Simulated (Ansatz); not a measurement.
Species: 1,3-diselenane, C4H8Se2, charge 0, multiplicity 1. 
Geometry from a B3LYP-D3(BJ)/def2-TZVP (Ansatz, an electronic-structure program) optimisation:
```
C
H 1 1.0916
H 1 1.0972 2 107.11
C 1 1.5232 2 109.97 3 116.46
H 4 1.0891 1 110.78 2 -63.01
H 4 1.0911 5 107.83 1 121.71
C 1 1.5232 2 109.97 3 -116.46
H 7 1.0891 1 110.78 2 63.01
H 7 1.0911 8 107.83 1 -121.71
Se 4 1.9719 5 103.96 6 114.24
C 10 1.9598 4 96.27 5 -179.76
H 11 1.0869 10 106.91 4 -176.90
H 11 1.0873 12 109.24 10 118.24
Se 11 1.9598 12 106.91 13 118.24
```
Charge 0, spin multiplicity 1.

Quantity: vertical triplet-singlet gap (E(triplet) - E(singlet); each state is the SCF solution reached for its spin), in kcal/mol. Cores are frozen in the correlated levels unless marked. Open shells are spin-unrestricted. Spin-orbit coupling is left out. Frozen are the shells of the preceding noble gas and the d and f shells that filled before the atom's block. No relativistic terms. CBS(X,Y): correlation extrapolated as X^-3; Hartree-Fock from the larger set. The bracket is a focal-point correction in the basis named.

```tsv
level	program	vertical triplet-singlet gap (kcal/mol)
SVWN5/def2-TZVPD	Ansatz	82.2
B3LYP/def2-TZVPD	Ansatz	(withheld)
BHLYP/def2-TZVPD	Ansatz	(withheld)
CAM-B3LYP/def2-TZVPD	Ansatz	(withheld)
CCSD/aug-cc-pVDZ	Ansatz	94.9
CCSD/aug-cc-pVTZ	Ansatz	95.3
RI-MP2/CBS(aug-cc-pVTZ,aug-cc-pVQZ)+[CCSD(T)-MP2]/aug-cc-pVTZ	Ansatz	95.1
```

Question: Complete the blanks.

Answer: 
- B3LYP/def2-TZVPD, vertical triplet-singlet gap (kcal/mol): 87.4
- BHLYP/def2-TZVPD, vertical triplet-singlet gap (kcal/mol): 94.3
- CAM-B3LYP/def2-TZVPD, vertical triplet-singlet gap (kcal/mol): 94.6
